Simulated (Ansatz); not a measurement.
Calculated with Ansatz (gas phase, PBE0-D4/def2-TZVP geometries, no zero-point term in ΔE). CCSD(T)/CBS adds triple-zeta CCSD(T) − MP2 to the extrapolated MP2 energy (def2 sets, frozen cores). For Br, Ge, Mg outer-core shells are correlated without core-valence functions, which leaves a few kJ/mol of doubt a bond. Scalar relativity is left out up to krypton.

Reaction (redistribution): `[CH3][Ge][F]` + `[Cl][Mg][Br]` → `[CH3][Ge][Cl]` + `[F][Mg][Br]`

| species | SCS-MP2/def2-QZVPP energy (Eh) |
| --- | --- |
| `[CH3][Ge][F]` | -2215.46213 |
| `[Cl][Mg][Br]` | -3232.74243 |
| `[CH3][Ge][Cl]` | -2575.44244 |
| `[F][Mg][Br]` | -2872.76042 |

Problem. Work out ΔE.

Solution. ΔE = (-2575.44244) + (-2872.76042) − (-2215.46213) − (-3232.74243) = 0.00170 Eh = +1.1 kcal/mol. CCSD(T)/CBS gives +1.2 kcal/mol.

Problem. What do rigid-rotor, harmonic-oscillator terms from PBE0-D4/def2-TZVP frequencies (298.15 K, 1 bar) make of the CCSD(T)/CBS value? (An estimate is asked.)

Solution. Ansatz gave: ΔZPE = +0.1 kcal/mol, ΔH = +1.3 kcal/mol, ΔS = -2 J/(mol·K), ΔG = +1.5 kcal/mol.

Largest T1 diagnostic among the species: 0.013.

Leaving LDA and LC-ωPBE aside and taking each functional with its dispersion term where it has one, the values, not all of them listed here, spread over 3.2 kcal/mol, from revPBE-D4 to B97M-V. From BLYP to BHLYP (50 % exact exchange), in def2-TZVPP and without D4, ΔE moves by +1.8 kcal/mol. In def2-TZVPP, CCSD(T) changes the Hartree–Fock value by −3.4 kcal/mol (the triples alone add −0.4 kcal/mol) and MP2 by −4.4 kcal/mol.
